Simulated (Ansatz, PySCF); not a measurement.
Dissociation curve of AlBe (anion, charge -1), lowest singlet found (which spin is the ground state isn't settled by this scan).

- UKS-PBE0 = unrestricted PBE0/aug-cc-pVDZ run with Ansatz (an electronic-structure program)
- RMP2/3-21G = PySCF 2.14.0 with restricted MP2 (frozen core)/3-21G
- RKS-PBE0 = restricted PBE0/aug-cc-pVDZ (Ansatz)
- UMP2/6-31G* = unrestricted MP2 (frozen core)/6-31G*, spherical d (PySCF)
- RMP2 = MP2 on RHF/aug-cc-pVDZ, frozen core in Ansatz

Energies are in kcal/mol, each relative to the lowest point of its own curve between 1.89 and 2.47 Å, where full CI is lowest.

| R / Å | UKS-PBE0 | RMP2/3-21G | RKS-PBE0 | UMP2/6-31G* | RMP2 |
|---|---|---|---|---|---|
| 1.57 | 88.4 | 100.6 | 94.5 | 86.4 | 97.4 |
| 1.71 | 48.1 | 56.7 | 52.8 | 45.7 | 53.8 |
| 1.81 | 29.2 | 35.6 | 32.9 | 26.7 | 32.8 |
| 1.89 | 18.5 | 23.3 | 21.5 | 16.1 | 20.5 |
| 1.96 | 11.8 | 15.3 | 14.2 | 9.5 | 12.5 |
| 2.08 | 4.4 | 6.3 | 5.9 | 3.9 | 3.2 |
| 2.11 | 3.2 | 4.8 | 4.5 | 3.0 | ___ |
| 2.19 | 1.1 | 1.9 | 1.9 | 1.2 | 0.1 |
| 2.26 | ___ | 0.5 | ___ | ___ | 0.0 |
| 2.35 | 0.0 | 0.0 | 0.0 | 0.0 | 0.0 |
| 2.47 | ___ | 0.8 | ___ | 0.4 | 0.5 |

Q: Fill in the missing entries.

A: 
- 2.11, RMP2: 1.6
- 2.26, UKS-PBE0: 0.2
- 2.26, RKS-PBE0: 0.6
- 2.26, UMP2/6-31G*: 0.4
- 2.47, UKS-PBE0: 1.0
- 2.47, RKS-PBE0: 0.6

The scan ran from 1.57 to 7.37 Å; beyond the distances shown full CI changes its symmetry label. The unrestricted determinant behind UKS-PBE0 is spin-contaminated at 1.57 to 2.47 Å (<S²> up to 1.3, against 0.00 for a pure singlet). Where the anion isn't bound against loss of the electron, the finite basis alone holds it. The restricted form behind RMP2/3-21G, RKS-PBE0, RMP2 keeps the bonding electrons paired and can't separate into open-shell fragments. The unrestricted determinant behind UMP2/6-31G* is spin-contaminated at 1.57 to 2.47 Å (<S²> up to 1.8, against 0.00 for a pure singlet). The T1 diagnostic of CCSD on the restricted reference of RMP2 exceeds 0.045 at 2.19 to 2.47 Å.
